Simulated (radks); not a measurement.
Values are calculated unless marked as measured or tabulated.
All-electron atom: Gd in [Xe] 4f7 5d1 6s1 7p1 (not the ground configuration). Level of theory: scalar-relativistic Kohn-Sham, PBE, spin-polarised, spherical densities, finite nucleus; open shells are filled with parallel spins first (spin-orbit coupling, left out, can overturn this in heavy ions); Fermi nuclear charge, rms radius 5.1569 fm (a radial shooting solver on a logarithmic mesh with Libxc functionals).

Unscreened Slater integrals over Kohn-Sham orbitals (hartree). They are taken over the spin-up orbitals.

F0(7p,7p): 0.074297
F2(7p,7p): 0.043050
F0(7p,5d): 0.095684
F2(7p,5d): 0.012450
G1(7p,5d): 0.0045651
G3(7p,5d): 0.0038540
F0(7p,6s): 0.093668
G1(7p,6s): 0.0088145
F0(7p,4f): 0.098533
F2(7p,4f): 0.0038196
G2(7p,4f): 0.00093313
G4(7p,4f): 0.00084446
F0(5d,5d): 0.35909
F2(5d,5d): 0.18117
F4(5d,5d): 0.11753
F0(5d,6s): 0.28309
G2(5d,6s): 0.091300
F0(5d,4f): 0.46917
F2(5d,4f): 0.11035
F4(5d,4f): 0.053136
G1(5d,4f): 0.053883
G3(5d,4f): 0.042060
G5(5d,4f): 0.031651
F0(6s,6s): 0.24947
F0(6s,4f): 0.32426
G3(6s,4f): 0.011867
F0(4f,4f): 1.0942
F2(4f,4f): 0.51393
F4(4f,4f): 0.32126
F6(4f,4f): 0.23079

Derived for the open shells (J is the average intra-shell exchange parameter used in DFT+U). 4f: F4/F2 = 0.625, F6/F2 = 0.449, J = (286 F2 + 195 F4 + 250 F6)/6435 = 0.04154 hartree. 5d: Racah B = F2/49 - 5 F4/441 = 0.002365 hartree, C = 35 F4/441 = 0.009328 hartree, C/B = 3.94, F4/F2 = 0.649, J = (F2 + F4)/14 = 0.02134 hartree. 7p: J = F2/5 = 0.008610 hartree.
